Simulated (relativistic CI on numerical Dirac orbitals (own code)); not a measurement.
**Ti⁴⁺ in a cubic cluster: L2,3 absorption with charge transfer**

Computed with a charge-transfer multiplet model of a cubic metal-ligand cluster with up to 2 ligand holes, Slater and spin-orbit integrals from Dirac-Coulomb-Breit ions, Slater integrals scaled by 0.8. The parameters are those of a tetrahedral site (10Dq negative, t2 hopping the larger). The ground state mixes d0 with configurations of k ligand holes L, whose averages lie at kΔ + k(k − 1)U_dd/2; a core hole lowers each added d electron by U_cd. 20 K, Lorentzian 0.4 eV and Gaussian 0.3 eV FWHM.

Atomic integrals in eV (Slater integrals scaled, ζ unscaled), ground: F2dd 6.578, F4dd 4.090, zeta_d 0.013; with the core hole: F2dd 6.578, F4dd 4.090, zeta_d 0.032, zeta_core 3.741, F2cd 5.066, G1cd 3.785, G3cd 2.149. Where a configuration has fewer than two d electrons, the dd integrals are those of d2.

Cluster parameters (eV): Δ = 2.7, U_cd = 4.9, 10Dq = -0.15, 10Dq(ligand) = 0, V(eg) = 1.02, V(t2g) = -1.74, final-state hopping factor = 1.

| Case | n_d | d0 | d1L | d2L2 | S |
| --- | --- | --- | --- | --- | --- |
| U_dd = 3.3 eV | 0.66 | 0.44 | 0.46 | 0.10 | 0.00 |
| U_dd = 4 eV | 0.64 | 0.45 | 0.46 | 0.09 | 0.00 |
| U_dd = 6.1 eV | 0.59 | 0.48 | 0.45 | 0.07 | 0.00 |

Weights, n_d and S are thermal averages at 20 K. Photon energies count from the first peak over 30 % of the highest in each spectrum, which can be another peak from case to case. The parameters are a model scan and need not match a compound or its usual spin state. Peaks in eV (height, largest 100):
- U_dd = 3.3 eV: 0.0 (64), 2.4 (8), 3.1 (9), 5.6 (100), 8.2 (7)
- U_dd = 4 eV: 0.0 (73), 2.8 (8), 3.4 (10), 5.7 (100)
- U_dd = 6.1 eV: 0.0 (81), 5.5 (100)

A d0 ion has no d-d gap: its lowest excitations are ligand-to-metal charge transfer. With the core hole the configuration with one ligand hole lies at Δ + U_dd − U_cd = 1.1, 1.8, 3.9 eV from the one without, in the order of the table; where this is negative the screened configuration lies lower, though the effective hopping of about 4.5 eV (from the holes of the mixed ground state) mixes the two strongly wherever it is as large as the gap.
